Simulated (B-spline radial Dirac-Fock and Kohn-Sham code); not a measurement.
# Two-hole binding energies of Tc⁶⁺

System: the Tc⁶⁺ ion, 1s2 2s2 2p6 3s2 3p6 3d10 4s2 4p6 4d1, inside a Watson sphere of charge -6 and radius 1.6 Å (a model of the Madelung potential; inside it an electron's potential energy is raised by 54.0 eV).

Method: Dirac-Fock (average of configuration) total-energy differences with a finite nucleus, the Breit interaction including its frequency dependence, and self-energy and vacuum-polarisation corrections. Computed with a radial B-spline solver. U is the two-hole binding energy less the two single-hole energies, the effective repulsion of the holes after relaxation. Each two-hole energy is an average over J within one jj subconfiguration.

| holes | E(a) (eV) | E(b) (eV) | E(ab) (eV) | U (eV) |
| --- | --- | --- | --- | --- |
| 1s⁻² | 21094.0 | 21094.0 | 42859.4 | 671.3 |
| 1s⁻¹ 3p1/2⁻¹ | 21094.0 | 498.6 | 21653.8 | 61.2 |
| 1s⁻¹ 3p3/2⁻¹ | 21094.0 | 478.5 | 21631.5 | 58.9 |
| 1s⁻¹ 3d3/2⁻¹ | 21094.0 | 305.4 | 21453.5 | 54.0 |
| 1s⁻¹ 3d5/2⁻¹ | 21094.0 | 301.8 | 21449.3 | 53.5 |
| 2s⁻² | 3099.8 | 3099.8 | 6314.9 | 115.3 |
| 2s⁻¹ 2p1/2⁻¹ | 3099.8 | 2845.8 | 6053.1 | 107.5 |
| 2s⁻¹ 2p3/2⁻¹ | 3099.8 | 2729.3 | 5934.7 | 105.6 |
| 2p1/2⁻² | 2845.8 | 2845.8 | 5831.9 | 140.4 |
| 2s⁻¹ 3p1/2⁻¹ | 3099.8 | 498.6 | ? | ? |
| 2s⁻¹ 3p3/2⁻¹ | 3099.8 | 478.5 | 3630.7 | 52.4 |
| 2p1/2⁻¹ 3s⁻¹ | 2845.8 | 596.7 | 3495.2 | 52.7 |
| 3p1/2⁻² | 498.6 | 498.6 | 1042.8 | 45.6 |
| 3d5/2⁻² | 301.8 | 301.8 | 648.6 | 45.0 |

Question: Give the missing two-hole energy and U.

Answer: E(ab) = 3651.8 eV and U = 53.4 eV.
